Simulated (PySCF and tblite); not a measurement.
2 diastereomers of C5H7NO2, numbered alike:

```csv
isomer,SMILES,descriptors (one enantiomer)
A,[CH3:1][C@@H:2]1[CH2:3][O:4][C@H:5]([C:6]#[N:7])[O:8]1,"2R, 5S"
B,[CH3:1][C@H:2]1[CH2:3][O:4][C@H:5]([C:6]#[N:7])[O:8]1,"2S, 5S"
```

Each isomer is a Boltzmann average at 298.15 K over at most 4 conformers: PBE0-D3(BJ)/def2-SVP geometries, energies PBE0/def2-TZVP (IEF-PCM, chloroform) (D3(BJ) added where defined), GIAO shieldings wB97X-D/pcSseg-1 (IEF-PCM, chloroform), GFN2-xTB thermal terms. Programs: PySCF with density fitting and tblite.

Task: What shifts does each isomer give (ppm; of two unlike H on one atom, a is the less shielded)?

Result: 
A: ¹H (against TMS): 5.54 (H5, 1H), 4.35 (H3a, 1H), 4.12 (H2, 1H), 3.62 (H3b, 1H), 1.41 (H1, 3H). ¹³C (against TMS): 125.8 (C6), 93.0 (C5), 74.6 (C2), 73.5 (C3), 21.2 (C1). ¹⁵N (against NH3): 295.3 (N7).

B: ¹H (against TMS): 5.64 (H5, 1H), 4.23 (H2, 1H), 4.09 (H3a, 1H), 3.74 (H3b, 1H), 1.32 (H1, 3H). ¹³C (against TMS): 124.5 (C6), 93.6 (C5), 73.3 (C2), 71.9 (C3), 23.0 (C1). ¹⁵N (against NH3): 295.3 (N7).

Unscaled ¹⁵N shifts at such levels can be off by tens of ppm; differences between conformers or isomers are more reliable. Shifts are unscaled: against experiment ¹³C can be off by 15 ppm or more and ¹H by 0.8 ppm.


¹⁵N shifts are against a computed isolated NH3 molecule, about 20 ppm from the liquid.